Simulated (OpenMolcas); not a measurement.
# B: the spin-orbit constant, thermal populations, worked from levels

- Program: OpenMolcas 26.06
- Basis: ANO-RCC [9s8p5d3f2g]
- Scalar Hamiltonian: DKH2, point nucleus
- Active space: 3 electrons in 9 orbitals (RAS2 2s 2p; RAS3 3d, at most 2 electrons)
- State averaging: 2S+1 = 4 odd, 1 root (0 in the spin-orbit step); 2S+1 = 2 odd, 3 roots; 2S+1 = 4 even, 3 roots; 2S+1 = 2 even, 5 roots
- Spin-orbit coupling: state interaction with AMFI integrals over the reference wave functions, term energies averaged over their components

Methods: RASSCF; SS-RASPT2, IPEA 0.25 Eh, imaginary shift 0.1 Eh (closed shells correlated: 1s). Measured levels: NIST Handbook of Basic Atomic Spectroscopic Data.

**The spin-orbit constant.** For the Hund term 2P* of p1, E(J) = (A/2) J(J+1) + constant and ζ = 2S·A = A. From J = 1/2 to J = 3/2 the energy changes by 1.5 A.

```
   Source  E(3/2) - E(1/2)     A   ζ
   RASSCF             14.5   9.7  10
SS-RASPT2             14.5   9.7  10
 measured             15.3  10.2  10
```

All in cm-1. SS-RASPT2 is off by -5.2 % and RASSCF by -5.2 %. Both methods take the spin-orbit matrix elements from the reference wave functions, so the second can move ζ only through the term energies and any multistate remixing.

**Thermal populations.** Z = Σ (2J + 1) exp(-E/kT) with k = 0.695035 cm-1/K, over the levels below. No other level of either list lies under 40000 cm-1, which is above 7 kT at each temperature.

```json
{"Level": "2s2 2p 2P* 1/2", "2J + 1": "2", "SS-RASPT2": "0.0", "measured": "0.0"}
{"Level": "2s2 2p 2P* 3/2", "2J + 1": "4", "SS-RASPT2": "14.5", "measured": "15.3"}
{"Level": "2s 2p2 4P 1/2", "2J + 1": "2", "SS-RASPT2": "28570", "measured": "28870"}
{"Level": "2s 2p2 4P 3/2", "2J + 1": "4", "SS-RASPT2": "28570", "measured": "28875"}
{"Level": "2s 2p2 4P 5/2", "2J + 1": "6", "SS-RASPT2": "28580", "measured": "28881"}
```

```csv
T (K),"Z, SS-RASPT2","Z, measured levels","Ground level (%), SS-RASPT2","Ground level (%), measured levels"
3000,5.972,5.971,33.5,33.5
5000,5.987,5.985,33.4,33.4
8000,6.060,6.056,33.0,33.0
```

At 8000 K, kT = 5560 cm-1, and the computed levels give Z = 2.000 + 3.990 + 0.012 + 0.023 + 0.035 = 6.060.

Active for correlation alone: 3d; no level in the range computed is led by a configuration that fills it, so any true level of that kind is missing. Without dynamic correlation excited terms often stand tens of per cent too high (terms of higher spin than the ground term too low), and those without a measured partner can miss by more than the paired ones (holds for RASSCF). Measured partners are found by configuration, term and J. A level has none where our copy of the source lacks it or the pairing is in doubt (some pairs that miss far off the trend of their configuration count as doubtful), and it then counts in no deviation. Only configurations of the active space appear.

* marks odd parity.
